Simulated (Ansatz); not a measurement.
Reaction: CH4NO+ (SMILES [NH3+]C=O) → CH4NO+ (SMILES NC=[OH+])
Each species at its own B3LYP-D3(BJ)/def2-TZVP minimum (Ansatz, a program for electronic structure), one conformer.

Total energies in hartree (Ansatz). UHF or UKS for unpaired electrons; spin-orbit terms are left out. Cores are frozen in correlated methods. No relativity.

```tsv
species	HF/cc-pVTZ	CCSD(T)/cc-pVTZ	HF/cc-pVQZ	CCSD(T)/cc-pVQZ	CCSD(T)/cc-pVDZ	CCSDT(Q)/cc-pVDZ
1: CH4NO+ (SMILES [NH3+]C=O)	-169.30679	-169.94893	-169.31890	-169.99906	-169.78112	-169.78322
2: CH4NO+ (SMILES NC=[OH+])	-169.33811	-169.97109	-169.35033	-170.02197	-169.79936	-169.80123
```

Problem. Work out the isomerisation energy (electronic) in kcal/mol: take Hartree-Fock from cc-pVQZ, extrapolate the CCSD(T) correlation energy as X^-3 (X = 3, 4), and add CCSDT(Q) - CCSD(T) in cc-pVDZ. 1 hartree = 627.51 kcal/mol.

Solution. 
Species 1: correlation (64·(-0.68016) - 27·(-0.64214))/37 = -0.70790; step -0.00210; E1 = -169.31890 + (-0.70790) + (-0.00210) = -170.02890
Species 2: correlation (64·(-0.67164) - 27·(-0.63298))/37 = -0.69985; step -0.00187; E2 = -169.35033 + (-0.69985) + (-0.00187) = -170.05205
-1·E1 +1·E2 = -0.02315 hartree = -14.5 kcal/mol.
